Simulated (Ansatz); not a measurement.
A structure relaxed at PBE-D4/def2-SVP in Ansatz, charge 0, singlet:

| atom | x (Å) | y (Å) | z (Å) |
| --- | --- | --- | --- |
| Ta1 | -0.4340 | -1.4668 | 0.7689 |
| Ta2 | -0.2312 | 1.4613 | -0.7647 |
| O3 | -0.4398 | 3.1479 | 0.0335 |
| O4 | 0.2308 | -1.0390 | 2.3103 |
| O5 | -1.3860 | 0.2567 | 0.0383 |
| O6 | 2.0819 | 0.1191 | -0.9414 |
| O7 | 0.2422 | -3.1660 | 0.2382 |
| O8 | 0.7243 | -0.4085 | -0.8973 |
| O9 | 1.7654 | 1.4995 | -0.9607 |
| H10 | -0.8529 | 1.6667 | -2.4127 |
| H11 | -2.0613 | -2.0363 | 1.2429 |
| H12 | -0.4742 | 3.8100 | 0.7414 |
| H13 | 0.8345 | -3.8445 | 0.6034 |

Question: Give its formula.

Answer: the cluster Ta₂O₇H₄.

Question: Summarise the bond lengths by kind (pairs closer than 1.2 times the sum of covalent radii, bridged metal pairs left out).

Answer: 9 × O–Ta 1.73 to 2.68 Å; 2 × O–O 1.42 to 1.46 Å; 2 × H–O 0.97 Å; 2 × H–Ta 1.77 to 1.79 Å.

In the def2 sets Ta takes a core potential; there is no spin–orbit coupling. The structure holds 2 bonds between oxygen atoms, so isomers without such links may lie far lower. The relaxation made no stability test and no search for a lower SCF solution. No other spin state of charge 0 was run. Another isomer (singlet) lies 3.50 eV lower at PBE0-D4/def2-TZVP; other spin states weren't run for this one.
